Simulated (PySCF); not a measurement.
Two species compared at the same levels of theory.

First species: C6H10O2SSi.
Z-matrix (Å and degrees, GFN2-xTB geometry), rows numbered from 1:
```
O 
C   1  1.1925
O   2  1.3238  1  126.95
C   3  1.4328  2  117.25  1     1.42
C   4  1.5047  3  109.82  2   154.01
S   5  1.6337  4  118.66  3  -147.39
C   5  1.4447  4  115.48  3    28.98
C   7  1.5303  5  119.20  4   178.78
C   8  1.5454  7  100.37  5   120.82
Si  9  1.9109  8   92.64  7    -6.54
H   2  1.1036  1  124.81  3   179.97
H   4  1.0987  3  108.63  2   -86.03
H   4  1.0948  3  109.71  2    31.60
H   7  1.0886  5  110.80  4    43.13
H   8  1.0886  7  112.59  5  -118.47
H   8  1.0887  7  110.34  5     2.76
H   9  1.0875  8  113.17  7  -127.07
H   9  1.0885  8  112.37  7   111.39
H  10  1.4584  7  114.69  5   -13.65
H  10  1.4597  7  113.18  5   117.30
```

Second species: C6H10O2SSi.
InChI=1S/C6H10O2SSi/c1-6(8-10)4(7)3-5(6)9-2/h3H,1-2,10H3/t6-/m0/s1

Levels: PBE0/pcSseg-1 for dipole moment, HOMO energy, LUMO energy and HOMO–LUMO gap; GFN2-xTB for rotational constant A and rotational constant C. Geometries: GFN2-xTB. All species are isolated and taken at one optimised geometry, non-relativistic unless stated. Electronic properties by PySCF.

Dipoles, sizes and rotational constants follow the conformer. The torsions of the flexible species, by atom-mapped SMILES:
- `[O:1]=[CH:2][O:3][CH2:4][C:5](=[S:6])[C@H:7]1[CH2:8][CH2:9][SiH2:10]1`: O1–C2–O3–C4 1°, C2–O3–C4–C5 154°, O3–C4–C5–S6 -147°, C4–C5–C7–C8 179°
- `[CH3:1][S:2][C:3]1=[CH:4][C:5](=[O:6])[C@:7]1([CH3:8])[O:9][SiH3:10]`: C1–S2–C3–C4 176°, C5–C7–O9–Si10 35°

```csv
property,column X,column Y
dipole moment,3.73 D,4.03 D
HOMO energy,-6.98 eV,-6.40 eV
LUMO energy,-1.37 eV,-1.94 eV
HOMO–LUMO gap,5.61 eV,4.46 eV
rotational constant A,1.431 GHz,1.375 GHz
rotational constant C,0.620 GHz,0.512 GHz
```

(1) Which column belongs to which species?

(2) How does each property change from the first species to the second?

Answers

(1) Column X is the second species and column Y the first. The first has 20 atoms and 92 electrons, the second 20 and 92.

(2) dipole moment -0.30 D; HOMO energy -0.58 eV; LUMO energy +0.57 eV; HOMO–LUMO gap +1.15 eV; rotational constant A +0.056 GHz; rotational constant C +0.108 GHz.

On the first: A dipole of 4.03 D is allowed in C1, and pure rotational transitions are dipole-allowed. The dipole matches unit charges of opposite sign 0.84 Å apart (1 e·Å = 4.8032 D).

On the second: The dipole matches unit charges of opposite sign 0.78 Å apart (1 e·Å = 4.8032 D).
